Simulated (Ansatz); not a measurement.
Geometry optimisation, RKS B3LYP/def2-SVP (Ansatz).

The input (input.yaml):

```yaml
crystal:
  periodic: [false, false, false]
  atoms:
    - { symbol: Ga, position_ang: [0.004614, 0.258717, 0.146239] }
    - { symbol: "N", position_ang: [0.066453, 0.075783, 2.036068] }
    - { symbol: H, position_ang: [-0.792561, 0.274133, 2.544763] }
    - { symbol: H, position_ang: [0.855581, 0.497166, 2.520363] }
    - { symbol: Cl, position_ang: [1.889071, 0.84244, -0.748649] }
    - { symbol: H, position_ang: [-1.29165, 0.086359, -0.692272] }
    - { symbol: O, position_ang: [0.427103, -2.638006, 0.699007] }
    - { symbol: H, position_ang: [-0.440622, -3.065191, 0.664538] }
    - { symbol: H, position_ang: [0.390811, -2.097899, 1.526844] }
basis:
  gaussian: { orbitals: def2-SVP }
hamiltonian:
  xc: b3lyp
relax:
  f_tol: 0.03
  max_steps: 50
output:
  orbitals: {}
```

Launched with:

```bash
$ ansatz run input.yaml --threads 2 --pin off --max-ram 3072MiB --backend cpu --events-out ev --progress --plain --runs-dir out
```

Problem. Where does it end, and by what steps?

Solution. It converged. After 8 steps the energy has fallen by 0.362 eV; O7 moved furthest, 0.47 Å. Joined: Ga1–O7 (2.98 → 2.15 Å).

```csv
step,energy less start (eV),largest force component (eV/Å),accepted
0,0.0000,0.993,yes
1,-0.1240,0.855,yes
2,-0.2762,0.922,yes
3,-0.3200,1.090,yes
4,-0.3521,0.472,yes
5,-0.3585,0.270,yes
6,-0.3610,0.086,yes
7,-0.3613,0.044,yes
8,-0.3617,0.013,yes
```

```xyz
9
Properties=species:S:1:pos:R:3
Ga 0.017 -0.099 0.211
N 0.058 -0.040 2.105
H -0.780 0.313 2.568
H 0.857 0.451 2.507
Cl 1.870 0.584 -0.724
H -1.314 -0.105 -0.606
O 0.402 -2.177 0.623
H -0.307 -2.812 0.443
H 0.307 -1.881 1.570
```

Time of the run: 31 s on 2 threads of Arm Neoverse V1 (shared host), peak memory 0.23 GiB.
